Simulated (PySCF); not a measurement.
Sc¹²⁺: fine-structure interval

Sc¹²⁺ [He] 2s2 2p5 [2p1/2^2 2p3/2^3, M_J = 3/2] → Sc¹²⁺ [He] 2s2 2p5 [2p1/2^1 2p3/2^4, M_J = 1/2], as a difference of total energies. Computed with PySCF 2.14 in an uncontracted even-tempered set (18 s from 2 bohr⁻², ratio 2.4; 11 p from 2.6 bohr⁻², ratio 2.4; 5 d from 13 bohr⁻², ratio 2.6; 5 f from 20 bohr⁻², ratio 2.6), with the two-component X2C-1e Hamiltonian. Correlated levels: nothing frozen; the 30 highest virtual spinors dropped. "Screened" scales the spin-orbit matrix elements by Boettger's factors to mimic the two-electron term; Breit and QED terms are absent.

```tsv
method	fine-structure interval (cm⁻¹)
GHF (screened spin-orbit)	38936
GMP2 (screened spin-orbit)	39670
GHF (bare spin-orbit)	43134
```
